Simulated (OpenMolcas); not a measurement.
# Computed transition rates of S4+

```yaml
Program: OpenMolcas 26.06
Method: "MS-RASPT2, IPEA 0.25 Eh, imaginary shift 0.1 Eh (closed shells correlated: 2s 2p)"
Basis: ANO-RCC-VQZP [6s5p3d2f1g]
Scalar_Hamiltonian: DKH2, point nucleus
Active_space: 2 electrons in 9 orbitals (RAS2 3s 3p; RAS3 3d, at most 2 electrons)
State_averaging: 2S+1 = 3 even, 3 roots; 2S+1 = 1 even, 7 roots; 2S+1 = 3 odd, 3 roots; 2S+1 = 1 odd, 3 roots
Spin-orbit_coupling: state interaction with AMFI integrals over the reference wave functions, term energies averaged over their components
```

Rates come from the transition moments of the reference wave functions (E1 and E2 in the length form). At fixed line strength A goes as λ^-3 for E1 and M1 and as λ^-5 for E2, so a rate at the computed wavelength can be rescaled to the measured one. Measured vacuum wavelengths follow from level energies in NIST levels in Podobedova, Kelleher and Wiese, J. Phys. Chem. Ref. Data 38, 171 (2009); Martin, Zalubas and Musgrove, J. Phys. Chem. Ref. Data 19, 821 (1990). Branching counts decays inside the model space alone, at computed energies, and the table is only a selection of the E1 lines, drawn from those between levels with measured partners whose computed energy lies within a factor of 1.5 of the measured one.

```
  Upper       Lower  Type  λ computed (nm)  λ measured (nm)  A computed (s-1)  A rescaled (s-1)  Branching %
3p² ³P₀  3s 3p ³P°₁    E1            85.07            85.78          4.46e+09          4.35e+09        100.0
3p² ³P₂  3s 3p ³P°₂    E1            84.82            85.48          3.36e+09          3.28e+09         74.7
3p² ³P₁  3s 3p ³P°₂    E1            85.31            86.05          1.84e+09          1.79e+09         41.1
3p² ³P₁  3s 3p ³P°₀    E1            84.59            85.22          1.51e+09          1.48e+09         33.8
3p² ³P₂  3s 3p ³P°₁    E1            84.34            84.92          1.14e+09          1.12e+09         25.3
3p² ³P₁  3s 3p ³P°₁    E1            84.82            85.49          1.12e+09          1.09e+09         25.1
3p² ¹D₂  3s 3p ¹P°₁    E1            150.5            150.2          2.29e+08          2.30e+08         93.5
3p² ¹D₂  3s 3p ³P°₂    E1            89.83            91.25          1.08e+07                            4.4
3p² ¹D₂  3s 3p ³P°₁    E1            89.29            90.62          5.03e+06                            2.1
```

Spin-changing lines and M1 lines between different terms are not rescaled, since their strength hangs on the term gaps too.

The largest correction is for 3p² ³P₁ → 3s 3p ³P°₂ (E1): 1.84e+09 × (85.31 / 86.05)^3 = 1.79e+09 s-1, a factor of 0.97.

The computed rate and branching of 3p² ³P₀ → 3s 3p ³P°₁ give the upper level a radiative lifetime of 1.000 / 4.46e+09 s-1 = 2.24e-10 s, counting decays inside the model space alone. The rescaled rate gives about 2.3e-10 s.

No measured rate stands beside these. Rescaling mends the energy factor alone: line strengths can still be far off where a level mixes with configurations outside the active space, and weak or spin-changing lines hang on small mixing coefficients that depend on the term gaps too, so rescaling need not improve them.

Active for correlation alone: 3d; no level in the range computed is led by a configuration that fills it, so any true level of that kind is missing. Some terms mix strongly with configurations of 3d, whose occupation reaches 0.23 (3p² ¹D). Computed and measured levels are paired by configuration, term and J; levels that our copy of the source lacks, or whose pairing is in doubt (as where it misses far off the trend of its configuration), stay unpaired. Only configurations of the active space appear.

° marks odd parity.
